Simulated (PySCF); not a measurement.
Vertical excitations of a molecule C6H8N2 from TDA-PBE/def2-SVPD (PySCF), as energy in eV (oscillator strength): 3.92 (0.045), 4.37 (0.000), 4.40 (0.026), 4.95 (0.000), 5.22 (0.000), 5.25 (0.317). Lowest triplet (TDA): 2.98 eV. Geometry: PBE0-D3(BJ)/def2-SVP. Other conformers were not sampled.

Task: Pick the molecule that these values belong to.
(A) Cc1cnc(C)cn1
(B) CCc1ncccn1
(C) Nc1ccc(N)cc1
(D) Cc1cnc(C)nc1

Result: C, Nc1ccc(N)cc1
